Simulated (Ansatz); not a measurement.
A run for Ansatz (an electronic-structure program): U-CAM-B3LYP/def2-TZVPP on HNiO (SMILES [OH][Ni]), 2S+1 = 2, a spin state set in the input, which need not be the lowest.

Ansatz 0.2 input:
```yaml
crystal:
  periodic: [false, false, false]
  atoms:
    - {symbol: Ni, position_ang: [-0.88193519, -0.63642512, -0.77298331]}
    - {symbol: O, position_ang: [0.43107706, -0.13731647, 0.29058776]}
    - {symbol: H, position_ang: [0.41778940, 0.82111319, 0.41217592]}
basis:
  gaussian:
    orbitals: def2-TZVPP
hamiltonian:
  xc: {name: CAM-B3LYP}
magnetization: {spin_polarized: true, initial_magnetization: 1}
```

Output:

```
WARN ansatz: RAYON_NUM_THREADS=1 ignored (pool sized by the plan → 1); use --threads N
Functional definition: CAM-B3LYP
integrals: 0.04 GiB planned
740 factors; their error is unknown
integrals: 0.07 GiB planned
114 factors; integrals over basis functions are off by at most 1.4e-4 eV
mean field: 0.46 GiB planned
mean field evaluation 1: about -43099.8653 eV, gradient 6.4e1 eV
mean field evaluation 2: about -42946.5206 eV, gradient 2.7e2 eV
mean field evaluation 4: about -43108.4943 eV, gradient 1.5e1 eV
mean field evaluation 8: about -43109.1188 eV, gradient 1.1e-1 eV
mean field evaluation 16: about -43109.2058 eV, gradient 3.3e-2 eV
mean field evaluation 32: about -43109.3400 eV, gradient 2.0e-2 eV
mean field evaluation 64: about -43109.3028 eV, gradient 4.4e0 eV
mean field -43109.34222021 eV, -1584.2391060309 hartree, gradient 4.0e-6 eV, S^2 0.813167; 6 other end points of the search recorded, 0 dependent functions left out
reference -43109.34231233 eV, -1584.2391094164 hartree; 19, 18 occupied and 90, 91 virtual orbitals, 740 factors
Total energy: -43109.34231233 eV, -1584.2391094164 hartree
```

The run converged.

Cost: roughly 15 core-seconds.
